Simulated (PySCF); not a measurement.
Broadened absorption spectrum of 2-methyltetrahydrofuran-3-one

2-methyltetrahydrofuran-3-one, C₅H₈O₂.
SMILES with atom numbers: `[CH3:1][C@H:2]1[O:3][CH2:4][CH2:5][C:6]1=[O:7]` (hydrogens: H8, H9, H10 on C1; H11 on C2; H12, H13 on C4; H14, H15 on C5)

Structure used (GFN2-xTB), in Å, numbered top down from 1:
```
atom  x, y, z in Å
C1     2.0326   -0.2030   -0.2992
C2     0.5702    0.0863   -0.6122
O3    -0.1955   -1.1020   -0.6066
C4    -1.5072   -0.7831   -0.1855
C5    -1.3608    0.3356    0.8457
C6    -0.0776    1.0116    0.4137
O7     0.3578    2.0628    0.7909
H8     2.4696   -0.8101   -1.0867
H9     2.5739    0.7354   -0.2159
H10    2.1052   -0.7462    0.6396
H11    0.4908    0.5849   -1.5956
H12   -2.1042   -0.4359   -1.0426
H13   -1.9518   -1.6961    0.2111
H14   -2.1970    1.0307    0.8702
H15   -1.2106   -0.0628    1.8513
```

Computed with TDDFT PBE0/def2-SVPD, vertical, gas phase, core orbitals frozen in the response (PySCF).

Computed states:

```json
{"state": "S1", "E (eV)": "4.21", "f": "0.0001"}
{"state": "S2", "E (eV)": "5.71", "f": "0.0094"}
{"state": "S3", "E (eV)": "6.78", "f": "0.012"}
{"state": "S4", "E (eV)": "7.40", "f": "0.018"}
{"state": "S5", "E (eV)": "7.52", "f": "0.0062"}
{"state": "S6", "E (eV)": "7.59", "f": "0.014"}
```

Broadening: Gaussians 0.3 eV wide at half height, area fixed by f = 4.319×10⁻⁹ ∫ε dν̃. The width is an assumption, not a result. The curve ends short of the highest state used, and states not computed would add to its high-energy end.

Q: What does the envelope look like, and where are its maxima?

A: 
λ (nm), ε (L mol⁻¹ cm⁻¹) and a bar:
```
    177.3        269 #######
    180.0        747 #####################
    182.8       1088 ##############################
    185.6        814 ######################
    188.3        346 ##########
    191.1         83 ##
    193.9         12 
    196.6          1 
    199.4          0 
    202.2          3 
    204.9         23 #
    207.7        104 ###
    210.5        307 ########
    213.2        595 ################
    216.0        821 #######################
    218.8        801 ######################
    221.6        568 ################
    224.3        308 #########
    227.1        125 ###
    229.9         39 #
    232.6         10 
    235.4          2 
    238.2          0 
    240.9          0 
    243.7          0 
    246.5          0 
    249.2          0 
    252.0          0 
    254.8          0 
    257.5          0 
    260.3          0 
    263.1          0 
    265.8          0 
    268.6          0 
    271.4          0 
    274.2          0 
    276.9          1 
    279.7          2 
    282.5          3 
    285.2          5 
    288.0          6 
    290.8          7 
    293.5          8 
    296.3          8 
    299.1          7 
    301.8          6 
    304.6          4 
    307.4          3 
    310.1          2 
    312.9          1 
    315.7          1 
    318.4          0 
    321.2          0 
    324.0          0 
    326.7          0 
    329.5          0
```

Maxima: 294 nm (4.21 eV), ε about 8.1, made up of S1 (100%); 217 nm (5.71 eV), ε about 850, made up of S2 (100%); 183 nm (6.78 eV), ε about 1100, made up of S3 (100%) (ε in L mol⁻¹ cm⁻¹; maxima over ε = 5, shares over 10%).

Q: What would ε be at 6.78 eV, the highest of these maxima, with half the width (0.15 eV)?

A: About 2180 L mol⁻¹ cm⁻¹ against 1090, a factor of about 2.00; a lone state at its own centre would give exactly 2.

Q: On this curve, what absorbance would a 10⁻⁵ mol/L sample give at 308 nm over a 1 cm path?

A: 308 nm is 4.025 eV, where ε is about 2.8 L mol⁻¹ cm⁻¹, so A = ε c l ≈ 2.8e-05 (Beer–Lambert, with the gas-phase spectrum and the assumed width).

Q: Coming from long wavelengths, where does ε first pass 100 L mol⁻¹ cm⁻¹?

A: At about 228 nm (5.45 eV), 1.23 eV above S1.

One conformer stands for the species.
